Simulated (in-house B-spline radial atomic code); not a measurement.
Atomic self-consistent-field run: Ar+ (an excited or competing configuration). Method: scalar-relativistic (X2C) B97-1, spin-polarised, spherical fractional occupations, exact exchange averaged over the configuration, Fermi nucleus of rms radius 3.4274 fm. Calculated with an all-electron radial atomic-structure program (B-spline basis).

Command:
```bash
python run_scf.py task.json out
```
Settings (nuclear radius in fm, mass in u):
```
Z                18
configuration    [Ne] 3s1 3p5 4d1
hamiltonian      x2c
method           b97_1
spin_polarised   True
nucleus          fermi
rms_radius       3.4274
atomic_mass      39.96238
speed_of_light   137.035999084
exact_exchange   averaged over the configuration
```

Output (hartree, bohr):
```
 radial grid: 83 intervals, B-splines of order 8, outer radius 60 bohr

 iter        energy (Eh)    residual
    1        -523.713284    2.64e-01
    2        -526.537478    1.34e-01
    3        -527.271666    4.41e-02
    4        -527.340279    1.87e-02
    5        -527.348211    4.58e-03
    6        -527.349087    6.70e-04
    7        -527.349133    8.70e-04
    8        -527.349159    7.62e-04
    9        -527.348969    2.33e-03
   10        -527.349160    1.08e-03
   11        -527.349173    4.78e-04
   12        -527.349176    1.35e-04
   13        -527.349176    3.74e-05
   14        -527.349176    1.87e-05
   15        -527.349176    6.83e-06
   16        -527.349176    4.52e-06
   17        -527.349176    1.28e-06
   18        -527.349176    3.44e-07
   19        -527.349176    2.33e-08

 total energy                      -527.34918
 kinetic                             530.4474
 electron-nucleus                  -1244.5363
 Hartree                             216.8842
 exact exchange                       -6.1231
 exchange-correlation                -24.0214

 orbital      occ     eigenvalue          <r>       <r^2>       <1/r>       r_max
 1s up      1.000      -116.5666    0.0854905  0.00984705     17.8175     0.05583
 1s down    1.000      -116.5406    0.0854881  0.00984624     17.8175     0.05583
 2s up      1.000       -12.2166     0.412743    0.202182     3.57877      0.3381
 2s down    1.000       -12.1877     0.412712    0.201999     3.57605      0.3384
 2p up      3.000        -9.6798     0.375674    0.175277      3.4595      0.2807
 2p down    3.000        -9.6505     0.375579    0.175026     3.45835       0.281
 3s up      1.000        -1.8525      1.31929     1.99861     1.05147       1.146
 3p up      3.000        -1.2514      1.44884      2.4497     0.93462       1.226
 3p down    2.000        -1.1354      1.49068     2.60244    0.909346       1.241
 4d up      1.000        -0.1498      6.87197     53.0182     0.18905       6.446
```

Cost of the run: 0.83 s on 1 thread of Arm Neoverse N1, on a shared host.
